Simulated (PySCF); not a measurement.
Isomers of C2H8N2Si2.

All values: PBE0/def2-SVPD (PySCF) at GFN2-xTB geometries, gas phase, one conformer each. Core orbitals are frozen in the response; Δα² is half the sum of the squared differences of the principal polarisabilities.

Question: Rank by HOMO energy, lowest first.
A. `[CH3:1][N:2]([SiH3:3])[SiH2:4][C:5]#[N:6]` with C1–N2–Si4–C5 46°
B. `[N:1]#[C:2][SiH2:3][CH2:4][NH:5][SiH3:6]` with C2–Si3–C4–N5 180°, Si3–C4–N5–Si6 149°
C. `[NH2:1][Si@@H:2]1[N:3]=[CH:4][C@H:5]1[SiH3:6]` with H–N1–Si2–N3 -108° and 27°
D. `[CH3:1][Si@:2]([NH2:3])([SiH3:4])[C:5]#[N:6]` with C1–Si2–N3–H 164° and -55°
E. `[N:1]#[C:2][CH2:3][SiH2:4][NH:5][SiH3:6]` with C2–C3–Si4–N5 -171°, C3–Si4–N5–Si6 -45°
F. `[CH2:1]=[N:2][Si@H:3]1[CH2:4][SiH2:5][NH:6]1` with C1–N2–Si3–C4 132°

Answer: E (-7.84 eV), D (-7.63 eV), A (-7.48 eV), B (-7.16 eV), F (-7.02 eV), C (-6.66 eV).

Question: Rank by HOMO–LUMO gap, lowest first.
A. `[CH2:1]=[N:2][Si@H:3]1[CH2:4][SiH2:5][NH:6]1` with C1–N2–Si3–C4 132°
B. `[N:1]#[C:2][SiH2:3][CH2:4][NH:5][SiH3:6]` with C2–Si3–C4–N5 180°, Si3–C4–N5–Si6 149°
C. `[CH:1]#[C:2][Si@H:3]([NH2:4])[NH:5][SiH3:6]` with C2–Si3–N4–H -66° and 68°, C2–Si3–N5–Si6 -55°
D. `[NH2:1][Si@@H:2]1[N:3]=[CH:4][C@@H:5]1[SiH3:6]` with H–N1–Si2–N3 -103° and 35°
E. `[CH3:1][SiH2:2][Si@@H:3]([NH2:4])[C:5]#[N:6]` with C1–Si2–Si3–N4 -63°, Si2–Si3–N4–H 164° and -53°
F. `[N:1]#[C:2][CH2:3][Si@H:4]([NH2:5])[SiH3:6]` with C2–C3–Si4–N5 180°, C3–Si4–N5–H -171° and 49°

Answer: A (5.91 eV), D (6.05 eV), B (6.57 eV), E (6.87 eV), C (7.17 eV), F (7.36 eV).

Question: Rank by mean static polarisability, lowest first.
A. `[NH2:1][Si@@H:2]1[N:3]=[CH:4][C@H:5]1[SiH3:6]` with H–N1–Si2–N3 -108° and 27°
B. `[CH3:1][Si@:2]([NH2:3])([SiH3:4])[C:5]#[N:6]` with C1–Si2–N3–H 164° and -55°
C. `[CH3:1][N:2]([SiH3:3])[SiH2:4][C:5]#[N:6]` with C1–N2–Si4–C5 46°
D. `[N:1]#[C:2][SiH2:3][CH2:4][NH:5][SiH3:6]` with C2–Si3–C4–N5 180°, Si3–C4–N5–Si6 149°

Answer: C (12.65 Å³), A (12.93 Å³), D (13.28 Å³), B (13.58 Å³).

All values together:

| SMILES | μ (D) | HOMO (eV) | LUMO (eV) | α (Å³) | Δα (Å³) |
| --- | --- | --- | --- | --- | --- |
| C#C[Si@H](N)N[SiH3] | 1.36 | -7.45 | -0.27 | 13.06 | 3.53 |
| N[Si@@H]1N=C[C@@H]1[SiH3] | 1.59 | -6.69 | -0.64 | 12.85 | 3.68 |
| C=N[Si@H]1C[SiH2]N1 | 1.61 | -7.02 | -1.11 | 13.27 | 6.30 |
| CN([SiH3])[SiH2]C#N | 3.65 | -7.48 | -0.85 | 12.65 | 3.82 |
| C[SiH2][Si@@H](N)C#N | 4.23 | -7.85 | -0.98 | 13.36 | 2.63 |
| N[Si@@H]1N=C[C@H]1[SiH3] | 1.93 | -6.66 | -0.67 | 12.93 | 4.03 |
| N#CC[SiH2]N[SiH3] | 4.78 | -7.84 | -0.35 | 12.78 | 5.26 |
| C[Si@](N)([SiH3])C#N | 4.51 | -7.63 | -0.77 | 13.58 | 2.43 |
| N#C[C@H]([SiH3])[SiH2]N | 3.45 | -7.82 | -0.02 | 12.91 | 2.42 |
| N#CC[Si@H](N)[SiH3] | 5.03 | -7.81 | -0.45 | 13.42 | 3.24 |
| N#C[SiH2]CN[SiH3] | 3.83 | -7.16 | -0.59 | 13.28 | 5.87 |
| N#C[SiH2]NC[SiH3] | 3.57 | -7.36 | -0.79 | 13.19 | 4.99 |

Conformers: `[CH:1]#[C:2][Si@H:3]([NH2:4])[NH:5][SiH3:6]` with C2–Si3–N4–H -66° and 68°, C2–Si3–N5–Si6 -55°; `[NH2:1][Si@@H:2]1[N:3]=[CH:4][C@@H:5]1[SiH3:6]` with H–N1–Si2–N3 -103° and 35°; `[CH2:1]=[N:2][Si@H:3]1[CH2:4][SiH2:5][NH:6]1` with C1–N2–Si3–C4 132°; `[CH3:1][N:2]([SiH3:3])[SiH2:4][C:5]#[N:6]` with C1–N2–Si4–C5 46°; `[CH3:1][SiH2:2][Si@@H:3]([NH2:4])[C:5]#[N:6]` with C1–Si2–Si3–N4 -63°, Si2–Si3–N4–H 164° and -53°; `[NH2:1][Si@@H:2]1[N:3]=[CH:4][C@H:5]1[SiH3:6]` with H–N1–Si2–N3 -108° and 27°; `[N:1]#[C:2][CH2:3][SiH2:4][NH:5][SiH3:6]` with C2–C3–Si4–N5 -171°, C3–Si4–N5–Si6 -45°; `[CH3:1][Si@:2]([NH2:3])([SiH3:4])[C:5]#[N:6]` with C1–Si2–N3–H 164° and -55°; `[N:1]#[C:2][C@H:3]([SiH3:4])[SiH2:5][NH2:6]` with C2–C3–Si5–N6 54°, C3–Si5–N6–H 176° and -45°; `[N:1]#[C:2][CH2:3][Si@H:4]([NH2:5])[SiH3:6]` with C2–C3–Si4–N5 180°, C3–Si4–N5–H -171° and 49°; `[N:1]#[C:2][SiH2:3][CH2:4][NH:5][SiH3:6]` with C2–Si3–C4–N5 180°, Si3–C4–N5–Si6 149°; `[N:1]#[C:2][SiH2:3][NH:4][CH2:5][SiH3:6]` with C2–Si3–N4–C5 66°, Si3–N4–C5–Si6 149°.
